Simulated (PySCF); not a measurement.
# CH6AlBO3Si

The system: CH6AlBO3Si, a carbene (divalent C1, bonded to 1 B + 1 O); neutral, singlet. The structure, one conformer, was relaxed in the gas phase by PBE0-D3(BJ)/def2-SVP. No frequency run checks that it is a minimum.

SMILES: [OH][Al]([OH])[O][C]B[SiH3]

```
atom   x (Å)   y (Å)   z (Å)
  C1  -1.312   0.525   0.721
  O2  -0.727   1.578   0.383
 Al3   0.486   1.119  -0.917
  O4  -0.125   0.299  -2.259
  O5   1.871   2.073  -0.976
  B6  -1.671  -0.772   1.022
 Si7   0.237  -1.371   0.939
  H8  -0.910  -0.251  -2.235
  H9   2.206   2.684  -0.320
 H10  -2.612  -1.495   1.168
 H11   1.032  -1.558   2.193
 H12   1.097  -0.286   0.229
 H13   0.440  -2.563   0.061
```

Shieldings: GIAO PBE0/pcSseg-1. Shifts are against computed references at the same level: C TMS (σ 184.4 ppm), H TMS (σ 31.27 ppm), Si TMS (σ 352.0 ppm). Core levels by delta-SCF with SCAN, pcX-2 on the ionised atom and pcseg-1 elsewhere, spin-free X2C (2p3/2 is the spin-free 2p value less a third of a first-order spin-orbit splitting); from the vacuum level, for chosen atoms.

**Question.** Give the NMR and core-level values of the distinct atoms.

**Answer.** 
| atoms | bonded to | σ (ppm) | δ (ppm) | core level (eV) |
| --- | --- | --- | --- | --- |
| C1 | 1 B + 1 O | -68.5 | 252.9 | 1s 292.47 |
| O2 | 1 Al + 1 C | 67.8 | - | 1s 539.55 |
| Al3 | 3 O | 502.6 | - | 2p3/2 81.62 |
| O4 | 1 Al + 1 H | 326.4 | - | 1s 538.23 |
| O5 | 1 Al + 1 H | 316.2 | - | - |
| B6 | 1 C + 1 Si + 1 H | 153.8 | - | 1s 194.43 |
| Si7 | 1 B + 3 H | 330.4 | 21.6 | - |
| H8 | 1 O | 29.55 | 1.72 | - |
| H9 | 1 O | 29.52 | 1.75 | - |
| H10 | 1 B | 29.63 | 1.64 | - |
| H11 H12 H13 | 1 Si | 26.88 | 4.39 | - |

Values are those of this one static structure, with the three H of a rotating XH3 group averaged; atoms that internal rotation interchanges would show their mean in an NMR spectrum. The mean hides a wide spread in H11 H12 H13 (σ from 25.7 to 29.1 ppm).

The core-hole states of C1, B6 are spin-contaminated (⟨S²⟩ 0.82, 0.84 against 0.75 for a pure doublet), so those values and differences from them are less sure.

**Question.** Which of O2, O4 holds its core electrons tightest, and by how much against the loosest?

**Answer.** O2 (bonded to 1 Al + 1 C), by 1.33 eV over O4 (bonded to 1 Al + 1 H).

**Question.** By CAM-B3LYP/def2-SVPD (TDDFT singlets, Tamm-Dancoff triplets, ionisation by delta-SCF), where does absorption start, and what does vertical ionisation take?

**Answer.** The lowest singlet lies at 2.41 eV (f 0.002), the strongest of the first 6 at 6.25 eV (f 0.053), the lowest triplet at 1.97 eV; vertical ionisation takes 8.42 eV.
